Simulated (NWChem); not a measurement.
System: C$_{5}$H$_{5}$F; SMILES C(=C)(F)C#CC

NWChem input:

```
start job
memory heap 200 mb stack 900 mb global 1100 mb
geometry units angstroms noautoz
  C     -1.167537     1.930171    -0.031594
  C     -0.083898     1.151886     0.027590
  F      1.147167     1.719247     0.108589
  C     -0.056670    -0.270106     0.015696
  C      0.006883    -1.480189     0.007929
  C      0.064874    -2.936883    -0.002437
  H     -2.153804     1.488316    -0.096309
  H     -1.073712     3.009991    -0.015651
  H     -0.324579    -3.343387    -0.943873
  H     -0.526980    -3.363467     0.816623
  H      1.097118    -3.288307     0.112182
end
basis spherical
  C library 6-31g*
  F library 6-31g*
  H library 6-31g*
end
dft
  xc xpbe96 cpbe96
  grid xfine
  iterations 150
  mulliken
end
task dft gradient
```

Parts of the log:

```
             Northwest Computational Chemistry Package (NWChem) 7.3.0
             --------------------------------------------------------

 C1  symmetry detected

                             Geometry "geometry" -> ""
                             -------------------------

 Output coordinates in angstroms (scale by  1.889725989 to convert to a.u.)

  No.       Tag          Charge          X              Y              Z
 ---- ---------------- ---------- -------------- -------------- --------------
    1 C                    6.0000    -1.16370883     1.92433156    -0.00003249
    2 C                    6.0000    -0.07976961     1.14421648     0.00003005
    3 F                    9.0000     1.15488298     1.70956004    -0.00001642
    4 C                    6.0000    -0.05567591    -0.27788182     0.00006193
    5 C                    6.0000     0.00527820    -1.48812343    -0.00003673
    6 C                    6.0000     0.06011323    -2.94497653    -0.00003459
    7 H                    1.0000    -2.15281816     1.48409390     0.00006061
    8 H                    1.0000    -1.06729558     3.00404124    -0.00017882
    9 H                    1.0000    -0.38701402    -3.35946326    -0.91190019
   10 H                    1.0000    -0.48110189    -3.36249665     0.85780425
   11 H                    1.0000     1.09686041    -3.29761317     0.05443287

 Effective nuclear repulsion energy (a.u.)     193.5976023323

  pbe96 is a nonlocal functional; adding pw91lda local functional.

                                 NWChem DFT Module
                                 -----------------

 Summary of "ao basis" -> "ao basis" (spherical)
 ------------------------------------------------------------------------------
       Tag                 Description            Shells   Functions and Types
 ---------------- ------------------------------  ------  ---------------------
 C                           6-31g*                  6       14   3s2p1d
 F                           6-31g*                  6       14   3s2p1d
 H                           6-31g*                  2        2   2s

            General Information
            -------------------
          SCF calculation type: DFT
          Wavefunction type:  closed shell.
          No. of atoms     :    11
          No. of electrons :    44
           Alpha electrons :    22
            Beta electrons :    22
          Charge           :     0
          Spin multiplicity:     1
          Use of symmetry is: off; symmetry adaption is: off
          Maximum number of iterations: 150
          AO basis - number of functions:    94
                     number of shells:    46
          Convergence on energy requested:  1.00D-06
          Convergence on density requested:  1.00D-05
          Convergence on gradient requested:  5.00D-04

              XC Information
              --------------
          PerdewBurkeErnzerhof Exchange Functional  1.000
            Perdew 1991 LDA Correlation Functional  1.000 local
           PerdewBurkeErnz. Correlation Functional  1.000 non-local

             Grid Information
             ----------------
          Grid used for XC integration:  xfine
          Radial quadrature: Mura-Knowles
          Angular quadrature: Lebedev.
          Tag              B.-S. Rad. Rad. Pts. Rad. Cut. Ang. Pts.
          ---              ---------- --------- --------- ---------
          C                   0.70      100          14.0      1454
          F                   0.50      100          13.0      1454
          H                   0.35      100          14.0      1202
          Grid pruning is: on
          Number of quadrature shells:  1100
          Spatial weights used:  Erf1

      Superposition of Atomic Density Guess
      -------------------------------------

 Sum of atomic energies:        -290.16476546

      Non-variational initial energy
      ------------------------------

 Total energy =    -293.340119
 1-e energy   =    -778.145777
 2-e energy   =     291.208056
 HOMO         =      -0.250704
 LUMO         =       0.003993

     ---------------------------------------------
      Total Density - Mulliken Population Analysis
     ---------------------------------------------

    Atom       Charge   Shell Charges
 -----------   ------   -------------------------------------------------------
    1 C    6     6.69   2.00  0.74  2.05  0.62  1.25  0.02
    2 C    6     5.26   2.00  0.68  1.55  0.40  0.57  0.07
    3 F    9     9.48   2.00  0.94  3.39  1.02  2.11  0.01
    4 C    6     6.19   2.00  0.74  1.97  0.58  0.88  0.03
    5 C    6     5.99   2.00  0.73  1.82  0.55  0.85  0.04
    6 C    6     6.64   2.00  0.70  2.01  0.65  1.24  0.03
    7 H    1     0.75   0.46  0.29
    8 H    1     0.77   0.46  0.31
    9 H    1     0.75   0.46  0.29
   10 H    1     0.75   0.46  0.29
   11 H    1     0.75   0.46  0.29

   convergence    iter        energy       DeltaE   RMS-Dens  Diis-err
 ---------------- ----- ----------------- --------- --------- ---------
 d= 0,ls=0.0,diis     1   -292.8358586322 -4.86D+02  2.42D-02  8.70D-01
 d= 0,ls=0.0,diis     2   -292.7560572848  7.98D-02  1.27D-02  1.73D+00
 d= 0,ls=0.0,diis     3   -292.9174036586 -1.61D-01  3.77D-03  1.22D-01
 d= 0,ls=0.0,diis     4   -292.9246617355 -7.26D-03  2.35D-03  4.54D-02
 d= 0,ls=0.0,diis     5   -292.9312064616 -6.54D-03  7.04D-04  4.53D-03
  Resetting Diis
 d= 0,ls=0.0,diis     6   -292.9316394721 -4.33D-04  3.07D-04  4.44D-04
 d= 0,ls=0.0,diis     7   -292.9316859617 -4.65D-05  2.29D-04  5.77D-05
 d= 0,ls=0.0,diis     8   -292.9316013559  8.46D-05  1.66D-04  6.86D-04
 d= 0,ls=0.0,diis     9   -292.9316938057 -9.24D-05  9.53D-06  8.31D-07
 d= 0,ls=0.0,diis    10   -292.9316939189 -1.13D-07  3.88D-06  7.68D-08

         Total DFT energy =     -292.931693918890
      One electron energy =     -782.281169395077
           Coulomb energy =      334.795965250742
    Exchange-Corr. energy =      -39.044092106897
 Nuclear repulsion energy =      193.597602332342

 Numeric. integr. density =       43.999999953598

                       DFT Final Molecular Orbital Analysis
                       ------------------------------------

 Vector   20  Occ=2.000000D+00  E=-2.651226D-01
              MO Center=  8.7D-02,  1.6D-01, -2.7D-03, r^2= 3.2D+00
   Bfn.  Coefficient  Atom+Function         Bfn.  Coefficient  Atom+Function
  ----- ------------  ---------------      ----- ------------  ---------------
    47     -0.350451   4 C  pz               33      0.332749   3 F  pz
    61     -0.251695   5 C  pz               37      0.242237   3 F  pz
    19     -0.229058   2 C  pz               51     -0.213183   4 C  pz
     5     -0.167543   1 C  pz               65     -0.129210   5 C  pz
     9     -0.121194   1 C  pz               75      0.097592   6 C  pz

 Vector   21  Occ=2.000000D+00  E=-2.367954D-01
              MO Center=  2.7D-02, -8.9D-01,  4.8D-03, r^2= 2.2D+00
   Bfn.  Coefficient  Atom+Function         Bfn.  Coefficient  Atom+Function
  ----- ------------  ---------------      ----- ------------  ---------------
    45      0.420023   4 C  px               59      0.387961   5 C  px
    63      0.241369   5 C  px               49      0.225469   4 C  px
    32      0.136412   3 F  py               94     -0.129454  11 H  s
    73     -0.117539   6 C  px               93     -0.110336  11 H  s
    36      0.095450   3 F  py               92      0.070846  10 H  s

 Vector   22  Occ=2.000000D+00  E=-2.003488D-01
              MO Center= -4.4D-01,  5.5D-01, -2.3D-03, r^2= 3.9D+00
   Bfn.  Coefficient  Atom+Function         Bfn.  Coefficient  Atom+Function
  ----- ------------  ---------------      ----- ------------  ---------------
     5      0.377233   1 C  pz                9      0.305859   1 C  pz
    61     -0.304054   5 C  pz               19      0.251933   2 C  pz
    47     -0.217522   4 C  pz               65     -0.213140   5 C  pz
    33     -0.187345   3 F  pz               37     -0.141507   3 F  pz
    23      0.118016   2 C  pz               51     -0.114588   4 C  pz

 Vector   23  Occ=0.000000D+00  E=-4.532522D-02
              MO Center= -4.5D-01,  4.6D-01, -3.1D-03, r^2= 4.2D+00
   Bfn.  Coefficient  Atom+Function         Bfn.  Coefficient  Atom+Function
  ----- ------------  ---------------      ----- ------------  ---------------
     9      0.458171   1 C  pz                5      0.375031   1 C  pz
    65      0.347201   5 C  pz               19     -0.343231   2 C  pz
    61      0.333805   5 C  pz               23     -0.325575   2 C  pz
    51     -0.215752   4 C  pz               90      0.210122   9 H  s
    92     -0.197572  10 H  s                47     -0.189268   4 C  pz

[...]

                         DFT ENERGY GRADIENTS

    atom               coordinates                        gradient
                 x          y          z           x          y          z
   1 C      -2.199091   3.636459  -0.000061    0.006039  -0.003656  -0.000001
   2 C      -0.150743   2.162256   0.000057   -0.005689   0.008314   0.000002
   3 F       2.182412   3.230600  -0.000031   -0.005389  -0.002081   0.000000
   4 C      -0.105212  -0.525120   0.000117    0.001815  -0.024235  -0.000001
   5 C       0.009974  -2.812146  -0.000069   -0.001503   0.025546  -0.000001
   6 C       0.113598  -5.565199  -0.000065    0.000284  -0.006604  -0.000002
   7 H      -4.068236   2.804531   0.000115    0.005127   0.002222   0.000003
   8 H      -2.016896   5.676815  -0.000338   -0.000442  -0.005558  -0.000002
   9 H      -0.731350  -6.348465  -1.723241    0.002064   0.002111   0.004211
  10 H      -0.909151  -6.354197   1.621015    0.002497   0.002124  -0.003959
  11 H       2.072766  -6.231585   0.102863   -0.004802   0.001816  -0.000250
```

Level: PBE/6-31G* (spherical d). The geometry was optimised at B3LYP/6-31G* (spherical d).
